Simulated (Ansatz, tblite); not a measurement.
Forces on B6P6 at its PBE-D4/def2-SVP geometry. Charge 0, multiplicity 1.

The xTB rows come from tblite. Another isomer (singlet) lies 1.66 eV lower at PBE0-D4/def2-TZVP; other spin states weren't run for this one.

GFN1-xTB (tblite), largest force 1.94 eV/Å:

```xyz
12
positions Å, forces eV/Å
B    -0.975    1.493   -0.636    0.153    0.203   -1.206
B     0.642   -0.495   -1.852   -0.063    1.302    0.206
B    -0.867    0.074    1.352    0.767   -0.246    1.034
B     0.418    1.030   -1.332    0.065   -0.202   -0.249
B     0.581   -0.180    2.061   -1.340   -0.365    0.246
B    -0.120   -1.740   -0.730    0.241   -0.558    0.238
P    -1.637   -1.426    0.336   -0.427    0.491   -0.981
P     0.904    1.325    0.606    0.995    1.024    0.972
P     2.293    0.195    2.114   -0.188    0.317   -0.464
P    -1.473   -0.169   -1.562   -1.429   -1.215    0.509
P     1.448   -2.124   -1.542    0.306   -0.234   -0.193
P    -1.213    2.019    1.187    0.921   -0.517   -0.112
```

GFN2-xTB (tblite), largest force 1.36 eV/Å:

```
B 0.664 -0.134 -0.876
B -0.182 0.894 0.557
B 0.989 -0.164 0.919
B -0.246 -0.568 0.321
B -0.366 0.353 -0.364
B 0.486 -0.179 -0.160
P 0.263 0.343 -0.864
P 0.211 0.664 0.464
P -0.863 -0.166 -0.175
P -0.812 -0.612 0.440
P -0.770 0.366 0.225
P 0.627 -0.796 -0.487
```

PBE-D4/def2-TZVP (Ansatz), largest force 0.32 eV/Å:

```
B 0.152 -0.158 0.059
B 0.012 0.075 0.158
B 0.228 0.008 0.019
B -0.172 -0.221 0.030
B -0.059 0.108 -0.122
B 0.038 0.018 -0.031
P 0.130 0.142 -0.199
P -0.147 -0.044 0.114
P -0.273 0.038 -0.098
P 0.114 -0.023 0.216
P -0.242 0.214 0.025
P 0.220 -0.156 -0.172
```
